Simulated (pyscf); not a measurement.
**H₂C=C=SiH₂, singlet**

Gas-phase minimum from PySCF at ωB97X-D3(BJ)/def2-SVP, one conformer. H₂C=C=SiH₂ lies 21.8 kcal/mol over its isomer HC≡C–SiH₃ (electronic energy, ωB97M-D3(BJ)/def2-TZVP). 

SMILES: C=C=[SiH2]
```xyz
7

C     -1.4741     0.9757    -2.1409
C     -0.5918     0.6710    -1.2144
Si     0.5406     0.2798    -0.0260
H     -1.4063     0.5720    -3.1613
H     -2.3199     1.6480    -1.9373
H      1.7624     1.0890     0.1758
H      0.3574    -0.8876     0.8641
```
Charge 0, spin multiplicity 1.

Bonds (Å): C1–C2 1.315, C1–H4 1.099, C1–H5 1.099, C2–Si3 1.688, Si3–H6 1.479, Si3–H7 1.479. Angles (°): C2–C1–H4 121.8, C2–C1–H5 121.8, H4–C1–H5 116.3, C1–C2–Si3 180.0, C2–Si3–H6 121.6, C2–Si3–H7 121.6, H6–Si3–H7 116.9.

Properties at ωB97X-D3(BJ)/def2-SVP:

| Quantity | Value |
|---|---|
| Harmonic wavenumbers, unscaled | 236, 249, 454, 666, 668, 797, 942, 975, 1002, 1413, 1866, 2312, 2327, 3121, 3206 cm⁻¹ |
| Zero-point energy | 28.9 kcal/mol |
| Rotational symmetry number | 2 |
| Entropy of this conformer at 298 K and 1 atm, rigid rotor and harmonic oscillator, modes under 100 cm⁻¹ raised to 100 | 270.4 J/(mol K) |
| Dipole moment | 0.21 D |

Single-point totals, which compare only within one level (frozen core for MP2 and CC):

```tsv
level	total energy (hartree)
ωB97X-D3(BJ)/def2-TZVP	-368.10106
PBE/def2-TZVP	-367.78830
r²SCAN/def2-TZVP	-367.96747
B3LYP-D3(BJ)/def2-TZVP	-368.08134
PBE0-D3(BJ)/def2-TZVP	-367.82348
M06-2X/def2-TZVP	-367.98121
ωB97M-D3(BJ)/def2-TZVP	-368.10723
HF/def2-TZVPP	-366.92773
MP2/def2-TZVPP	-367.36486
CCSD/def2-TZVPP	-367.39757
CCSD(T)/def2-TZVPP	-367.42187
```

The CCSD(T) − MP2 part came from Ansatz, without density fitting, on the same reference.
